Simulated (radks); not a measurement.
Problem. As I, 33 electrons, occupied as [Ar] 3d10 4s2 4p3 (the NIST ground configuration). Calculated with a radial shooting solver on a logarithmic mesh with Libxc functionals: scalar-relativistic Kohn-Sham, PBE, spin-polarised, spherical densities, finite nucleus; open shells are filled with parallel spins first; Fermi nuclear charge, rms radius 4.0968 fm. Some entries of the table are withheld. Estimate them.

| orbital | occ. | eigenvalue (hartree) | <r^2> (bohr^2) |
|---|---|---|---|
| 1s up | 1 | -430.6649 | 0.002787 |
| 1s down | 1 | -430.6608 | 0.002786 |
| 2s up | 1 | -54.62247 | 0.04848 |
| 2s down | 1 | -54.62075 | 0.04848 |
| 2p up | 3 | -47.89495 | 0.03846 |
| 2p down | 3 | -47.89139 | 0.03846 |
| 3s up | 1 | -6.98144 | 0.4127 |
| 3s down | 1 | -6.97620 | 0.4124 |
| 3p up | 3 | -4.90089 | (1) |
| 3p down | 3 | -4.89484 | (2) |
| 3d up | 5 | (3) | 0.5876 |
| 3d down | 5 | (4) | 0.5771 |
| 4s up | 1 | -0.55892 | 4.345 |
| 4s down | 1 | -0.47448 | 4.329 |
| 4p up | 3 | -0.21755 | (5) |
| 4p down | 0 | -0.13268 | (6) |

Solution. 
(1) 3p up <r^2> (bohr^2): 0.4481
(2) 3p down <r^2> (bohr^2): 0.4472
(3) 3d up eigenvalue (hartree): -1.48383
(4) 3d down eigenvalue (hartree): -1.47415
(5) 4p up <r^2> (bohr^2): 7.439
(6) 4p down <r^2> (bohr^2): 8.254
